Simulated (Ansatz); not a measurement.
The lowest singlet and triplet of C4H6 (SMILES C=CC=C); geometries from B3LYP-D3(BJ)/def2-TZVP, each state relaxed from the structure named, with no frequency check.
Singlet (charge 0, multiplicity 1):
```xyz
10

C      1.31118     1.12239     0.64544
C      0.50943     0.06453     0.51301
C     -0.50943    -0.06453    -0.51301
C     -1.31118    -1.12239    -0.64544
H      1.24252     1.96927    -0.02756
H      2.05765     1.17572     1.42625
H      0.60443    -0.76799     1.20475
H     -0.60443     0.76799    -1.20475
H     -2.05765    -1.17572    -1.42625
H     -1.24252    -1.96927     0.02756
```
Triplet (charge 0, multiplicity 3):
```xyz
10

C      1.35753     1.18527     0.65189
C      0.47206     0.05183     0.48100
C     -0.47206    -0.05183    -0.48100
C     -1.35753    -1.18527    -0.65189
H      1.29829     2.03569    -0.01328
H      2.09112     1.20369     1.44320
H      0.58383    -0.76956     1.18327
H     -0.58383     0.76956    -1.18327
H     -2.09112    -1.20369    -1.44320
H     -1.29829    -2.03569     0.01328
```

| level | gap E(singlet) − E(triplet), adiabatic (kcal/mol) | cost |
|---|---|---|
| R-HF/cc-pVDZ | -40.18 | - |
| U-HF/cc-pVDZ (spin-contaminated) | -42.07 | - |
| R-HF/cc-pVTZ | -40.86 | - |
| U-HF/cc-pVTZ (spin-contaminated) | -42.60 | - |
| R-SVWN5/def2-TZVPP | -66.09 | ×0.7 |
| U-SVWN5/def2-TZVPP | -66.09 | ×0.9 |
| R-PBE/def2-TZVPP | -59.06 | ×1 |
| U-PBE/def2-TZVPP | -59.06 | ×1 |
| R-r2SCAN/def2-TZVPP | -53.48 | ×2 |
| U-r2SCAN/def2-TZVPP | -53.48 | ×2 |
| R-B3LYP/def2-TZVPP | -59.18 | ×1 |
| U-B3LYP/def2-TZVPP | -59.18 | ×2 |
| R-PBE0/def2-TZVPP | -57.07 | ×1 |
| U-PBE0/def2-TZVPP | -57.07 | ×2 |
| R-BHLYP/def2-TZVPP | -56.34 | ×2 |
| U-BHLYP/def2-TZVPP | -56.34 | ×3 |
| R-wB97X-V/def2-TZVPP | -61.09 | ×4 |
| U-wB97X-V/def2-TZVPP | -61.09 | ×4 |
| R-wB97M-V/def2-TZVPP | -62.79 | ×4 |
| R-B2PLYP/def2-TZVPP | -61.17 | ×3 |
| U-B2PLYP/def2-TZVPP | -61.17 | ×5 |
| R-MP2/cc-pVDZ | -66.65 | - |
| U-MP2/cc-pVDZ (spin-contaminated) | -54.15 | - |
| R-MP2/cc-pVTZ | -69.10 | - |
| U-MP2/cc-pVTZ (spin-contaminated) | -56.41 | - |
| U-SCS-MP2/cc-pVDZ (spin-contaminated) | -53.96 | - |
| R-SCS-MP2/cc-pVTZ | -69.87 | - |
| U-SCS-MP2/cc-pVTZ (spin-contaminated) | -56.52 | - |
| R-CCSD/cc-pVDZ | -58.88 | - |
| U-CCSD/cc-pVDZ (spin-contaminated) | -57.84 | - |
| R-CCSD/cc-pVTZ | -60.43 | - |
| U-CCSD/cc-pVTZ (spin-contaminated) | -59.34 | - |
| U-CCSD(T)/cc-pVDZ (spin-contaminated) | -59.66 | ×4 |
| R-CCSD(T)/cc-pVTZ | -62.53 | ×60 |
| U-CCSD(T)/cc-pVTZ (spin-contaminated) | -61.53 | ×100 |
| SA-CASSCF(4,4)/cc-pVDZ | -58.95 | - |
| SA-CASSCF(4,4)/cc-pVTZ | -59.87 | - |
| SC-NEVPT2 on SA-CASSCF(4,4)/cc-pVTZ | -64.56 | - |
| FIC-NEVPT4(SD) on SA-CASSCF(4,4)/cc-pVDZ | -60.04 | - |
| FIC-MRCISD+Q on SA-CASSCF(4,4)/cc-pVDZ | -60.17 | - |

The rows run from -69.87 (R-SCS-MP2/cc-pVTZ) to -40.18 kcal/mol (R-HF/cc-pVDZ). In cc-pVTZ (spin-contaminated) the value moves U-HF -42.60, U-MP2 -56.41, U-CCSD -59.34, U-CCSD(T) -61.53, a shift of -18.93 from U-HF to U-CCSD(T). From cc-pVDZ (spin-contaminated) to cc-pVTZ (spin-contaminated) U-CCSD(T) changes by -1.87. The 8 U-functionals in def2-TZVPP without D3 or D4 span 12.60, from U-SVWN5 to U-r2SCAN.

A positive gap puts the triplet lower; no zero-point energy. R- takes a restricted singlet. U- takes an unrestricted singlet (broken symmetry where lower, unprojected). The triplet is unrestricted in single-reference levels. Active spaces average the two states.

Cores are frozen in the correlated methods.

Doubts at one or more of the structures used: a restricted determinant that unrestricted orbitals would lower (R-HF/cc-pVDZ, R-HF/cc-pVTZ, R-MP2/cc-pVDZ, R-MP2/cc-pVTZ, R-SCS-MP2/cc-pVTZ, R-CCSD/cc-pVDZ, R-CCSD/cc-pVTZ, R-CCSD(T)/cc-pVTZ).

The values were computed with Ansatz (Gaussian basis) for Hartree–Fock, density functionals and correlated methods. 

Costs are rough ratios of core time to R-PBE/def2-TZVPP (about 5 s over the structures, on one shared machine); a dash marks a level with no comparable run of its own.

Ansatz is a program for electronic structure.
